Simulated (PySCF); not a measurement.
F₃In, SMILES [F][In-]([F])[F], charge -1, multiplicity 2.

Coordinates come from a B3LYP-D3(BJ)/def2-SVPD optimisation. The def2 effective core potentials stand for the cores of In; spin–orbit coupling is left out.

These are CAM-B3LYP/def2-TZVPD (PySCF) values and carry that method's errors.

The molecule is in vacuum.

Computed frontier levels, dipole moment and polarisability:
```
Item                                                               Result
------------------------------------------------  -----------------------
α spin, highest occupied and lowest empty level         -2.87 and 4.30 eV
β spin, highest occupied and lowest empty level         -6.47 and 1.92 eV
dipole moment about the centre of nuclear charge                   3.01 D
mean static polarisability                           55.1 bohr³ (8.17 Å³)
polarisability, principal values                   52.6, 56.4, 56.4 bohr³
⟨S²⟩                                              0.753 (pure state 0.75)
```
